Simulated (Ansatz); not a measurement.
`C[O][GeH2][CH3]` → `[CH3][GeH]` + CH₃OH at 400 K and 1 bar (germylene formation by 1,1-elimination).

Program: Ansatz. Geometries: PBE0-D4/def2-TZVP. ΔE: electronic, gas phase. CCSD(T)/CBS adds triple-zeta CCSD(T) − MP2 to the extrapolated MP2 energy (def2 sets, frozen cores). This one scheme is used for every species. For Ge outer-core shells are correlated without core-valence functions, which leaves a few kJ/mol of doubt a bond. Scalar relativity is left out up to krypton. One conformer a species, not always the lowest.

```json
{"species": "`C[O][GeH2][CH3]`", "CCSD(T)/CBS energy (Eh)": "-2232.21365", "H − E (kJ/mol)": "280.4", "S (J/(mol·K))": "384.8"}
{"species": "`[CH3][GeH]`", "CCSD(T)/CBS energy (Eh)": "-2116.52215", "H − E (kJ/mol)": "127.5", "S (J/(mol·K))": "291.3"}
{"species": "CH₃OH", "CCSD(T)/CBS energy (Eh)": "-115.61712", "H − E (kJ/mol)": "151.2", "S (J/(mol·K))": "252.6"}
```

H − E and S are ideal-gas, rigid-rotor, harmonic terms from PBE0-D4/def2-TZVP, for one conformer and one mirror image of each species. 1 Eh = 2625.50 kJ/mol, R = 8.31446 J/(mol·K).

Task: By hand: ΔE, ΔH, ΔS and ΔG.

Result: ΔE = (-2116.52215) + (-115.61712) − (-2232.21365) = 0.07438 Eh = 195.3 kJ/mol. Δ(H − E) = 127.5 + 151.2 − 280.4 = -1.7, so ΔH = 193.6 kJ/mol. ΔS = 291.3 + 252.6 − 384.8 = 159.1 J/(mol·K). ΔG = 193.6 − 400 × (159.1)/1000 = 130.0 kJ/mol.

Task: By hand: the equilibrium constant, and the temperature at which ΔG would vanish if ΔH and ΔS stayed fixed.

Result: log₁₀ K = −ΔG/(RT ln 10) = -17.0. ΔG = 0 at ΔH/ΔS = 1217 K.

The number of gas molecules changes by +1, which sets the sign of ΔS. A doubt of 5 kJ/mol in ΔE shifts log₁₀ K by 0.7 here. Other conformers and mirror images would add mixing entropy, several J/(mol·K) or more a flexible species. These are equilibria of isolated gas molecules and say nothing of rates. Largest T1 diagnostic: 0.011 (customary marks: 0.02 for closed shells, 0.045 for open ones).
